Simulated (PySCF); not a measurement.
C4H12PSi (charge +1).
Bonds: P1–Si2, Si2–C3, C3–C4, C4–C5, C5–C6, C3–C6. Hydrogens: H7, H8, H9 on P1; H10, H11 on Si2; H12 on C3; H13, H14 on C4; H15, H16 on C5; H17, H18 on C6.

The same species was optimised twice, with GFN2-xTB and with PBE0-D3(BJ)/def2-SVP (PySCF), and the same property calculations (PySCF, gas phase) were run on both structures.

```tsv
coordinate	GFN2-xTB	PBE0-D3(BJ)/def2-SVP	change
P1–Si2 (Å)	2.370	2.333	-0.037
Si2–C3 (Å)	1.894	1.859	-0.035
C3–C6 (Å)	1.550	1.559	+0.009
C4–C5 (Å)	1.534	1.540	+0.006
C5–C6 (Å)	1.534	1.539	+0.005
C3–C4 (Å)	1.550	1.554	+0.004
Si2–C3–C4 (°)	114.9	118.4	+3.5
P1–Si2–C3 (°)	100.4	103.8	+3.4
Si2–C3–C6 (°)	114.9	117.3	+2.4
C3–C6–C5 (°)	89.8	88.2	-1.6
C3–C4–C5 (°)	89.8	88.4	-1.4
C4–C3–C6 (°)	88.9	88.2	-0.7
C4–C5–C6 (°)	90.1	89.4	-0.7
P1–Si2–C3–C4 (°)	51	59	+8
```

Rotational constants: A = 3016, B = 1696, C = 1350 MHz (GFN2-xTB) against A = 4720, B = 1135, C = 975.8 MHz (PBE0-D3(BJ)/def2-SVP). Some torsions differ by more than 30° (Si2–C3–C4–C5 -108° against 138°; Si2–C3–C6–C5 108° against -139°), so the changes below aren't those of bond lengths and angles alone. Point groups within 0.08 Å: Cs and C1. Atoms that the bonding makes alike are paired by their places after alignment.

On the GFN2-xTB structure: lowest singlet, TDDFT (eV) 5.95 [PBE0/def2-SVPD]; isotropic polarisability (au) 89.2 [PBE0/def2-SVPD]; HOMO (eV) -12.46 [PBE0/def2-SVPD]; LUMO (eV) -5.36 [PBE0/def2-SVPD]; HOMO (eV) -12.51 [PBE0/pcSseg-1]; LUMO (eV) -5.38 [PBE0/pcSseg-1]; GIAO shielding of P1 (ppm) 516.9 [PBE0/pcSseg-1]; GIAO shielding of Si2 (ppm) 363.9 [PBE0/pcSseg-1]; GIAO shielding of C3 (ppm) 169.8 [PBE0/pcSseg-1]; GIAO shielding of C4/C6 (mean) (ppm) 162.5 [PBE0/pcSseg-1]; GIAO shielding of C5 (ppm) 166.5 [PBE0/pcSseg-1].

Problem. What do these properties become on the PBE0-D3(BJ)/def2-SVP structure?

Solution. 
| property | level | on GFN2-xTB | on PBE0-D3(BJ)/def2-SVP | change |
| --- | --- | --- | --- | --- |
| lowest singlet, TDDFT (eV) | PBE0/def2-SVPD | 5.95 | 6.15 | +0.20 |
| isotropic polarisability (au) | PBE0/def2-SVPD | 89.2 | 94.0 | +4.8 |
| HOMO (eV) | PBE0/def2-SVPD | -12.46 | -12.21 | +0.25 |
| LUMO (eV) | PBE0/def2-SVPD | -5.36 | -5.00 | +0.36 |
| energy, GFN2-xTB geometry as zero (kcal/mol) | PBE0/def2-SVPD | 0.0 | -5.5 | -5.5 |
| HOMO (eV) | PBE0/pcSseg-1 | -12.51 | -12.26 | +0.25 |
| LUMO (eV) | PBE0/pcSseg-1 | -5.38 | -4.95 | +0.43 |
| energy, GFN2-xTB geometry as zero (kcal/mol) | PBE0/pcSseg-1 | 0.0 | -5.7 | -5.7 |
| GIAO shielding of P1 (ppm) | PBE0/pcSseg-1 | 516.9 | 487.7 | -29.2 |
| GIAO shielding of Si2 (ppm) | PBE0/pcSseg-1 | 363.9 | 392.2 | +28.3 |
| GIAO shielding of C3 (ppm) | PBE0/pcSseg-1 | 169.8 | 168.5 | -1.3 |
| GIAO shielding of C4/C6 (mean) (ppm) | PBE0/pcSseg-1 | 162.5 | 156.9 | -5.6 |
| GIAO shielding of C5 (ppm) | PBE0/pcSseg-1 | 166.5 | 157.0 | -9.5 |

The heavy atoms differ by 0.975 Å rms after alignment. Among bonds between heavy atoms P1–Si2 changes most (-0.037 Å). Changes are differences of the printed values. Neither structure is proved a minimum here. The structure is a single PBE0-D3(BJ)/def2-SVP conformer in the gas phase; no vibrational or solvent corrections.
